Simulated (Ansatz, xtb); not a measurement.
**Two isomers of C4H8Se**

We compare a, `CC1C[Se]C1`, a singlet, with b, `C=C(C)C[SeH]`, a singlet. Both are isolated molecules in the gas phase, relaxed with B3LYP/def2-SVP, each in the lowest conformer that the search found.

a (Å):

```yaml
atoms:
  - { symbol: C, position_ang: [0.2604, 0.7373, -0.3467] }
  - { symbol: C, position_ang: [-1.1825, 1.1414, -0.0596] }
  - { symbol: C, position_ang: [-2.2273, 0.0021, -0.0651] }
  - { symbol: C, position_ang: [-1.4659, 1.7178, 1.3465] }
  - { symbol: Se, position_ang: [-3.2750, 0.8690, 1.4001] }
  - { symbol: H, position_ang: [0.9369, 1.6062, -0.2868] }
  - { symbol: H, position_ang: [0.6147, -0.0158, 0.3772] }
  - { symbol: H, position_ang: [0.3600, 0.3064, -1.3568] }
  - { symbol: H, position_ang: [-1.5028, 1.8932, -0.8006] }
  - { symbol: H, position_ang: [-2.7853, -0.1456, -1.0000] }
  - { symbol: H, position_ang: [-1.8227, -0.9613, 0.2806] }
  - { symbol: H, position_ang: [-1.4723, 2.8130, 1.4342] }
  - { symbol: H, position_ang: [-0.8248, 1.2875, 2.1308] }
```

b (Å):

```xyz
13

C    -0.5562   -0.3653    3.0614
C    -1.1862   -0.8332    1.9723
C    -2.1093   -2.0234    2.0169
C    -1.0019   -0.1638    0.6391
Se    0.0015   -1.2547   -0.7014
H    -0.6829   -0.8359    4.0406
H     0.1043    0.5056    3.0114
H    -2.1638   -2.4581    3.0253
H    -3.1311   -1.7377    1.7091
H    -1.7735   -2.8044    1.3148
H    -1.9673    0.0050    0.1356
H    -0.4892    0.8020    0.7329
H     1.2318   -1.3301    0.1112
```

Quicker runs give these differences E(b) − E(a): GFN2-xTB +9.9 kcal/mol; HF/STO-3G +30.3 kcal/mol (at GFN2-xTB geometries); r2SCAN-D4/def2-SVP +2.0 kcal/mol (at GFN2-xTB geometries).

Problem. Estimate E(b) − E(a) at the level CCSD(T)/def2-SVP + ΔMP2/def2-TZVPP.

Solution. Not settled: CCSD(T)/def2-SVP + ΔMP2/def2-TZVPP gives E(b) − E(a) = +2.4 kcal/mol, but this leans on the basis-set step: CCSD(T) alone gives −0.1 kcal/mol.

Level by level:

```
                             level        geometry  E(b) − E(a) (kcal/mol)  departure from the last row (kcal/mol)  job, with rough time for the two
                          GFN2-xTB        GFN2-xTB                      +9.9                                    +7.5              optimisation, 0.38 s
                         HF/STO-3G        GFN2-xTB                     +30.3                                   +27.9              single point, 0.73 s
                r2SCAN-D4/def2-SVP        GFN2-xTB                      +2.0                                    −0.4               single point, 4.4 s
                    B3LYP/def2-SVP  B3LYP/def2-SVP                      −0.6                                    −3.0                optimisation, 74 s
                       HF/def2-SVP  B3LYP/def2-SVP                      −2.8                                    −5.2           part of the CCSD(T) run
                      MP2/def2-SVP  B3LYP/def2-SVP                      +1.9                                    −0.5           part of the CCSD(T) run
                  CCSD(T)/def2-SVP  B3LYP/def2-SVP                      −0.1                                    −2.5                      single point
CCSD(T)/def2-SVP + ΔMP2/def2-TZVPP  B3LYP/def2-SVP                      +2.4                                                        single point, 75 s
```

As drawn, b has 1 C=C, 1 Se–H in place of 1 C–C, 1 C–Se, 1 C–H. Structure a has a 4-membered ring, b no ring.

B3LYP/def2-SVP, HF/def2-SVP put the two in the other order. CCSD(T)/def2-SVP finds them nearly level. The largest departure from CCSD(T)/def2-SVP + ΔMP2/def2-TZVPP is that of HF/STO-3G, 27.9 kcal/mol. The last row adds to CCSD(T) the change of the MP2 difference between the two basis sets, here +2.5 kcal/mol.

With thermal terms from frequencies at re-optimised GFN2-xTB minima (ideal gas, soft modes damped towards free rotors, one conformer each, 298.15 K, 1 atm): the zero-point term adds −3.7 kcal/mol; ΔH is −0.5 and ΔG −2.4 kcal/mol.

The correlated steps freeze 13 core orbitals; the filled d shell of Se is correlated, in a basis made for valence electrons. Codes used: Ansatz 0.2.0, xtb 6.7.1; the last row on 2 threads of Intel(R) Xeon(R) Processor @ 2.70GHz on a shared host.
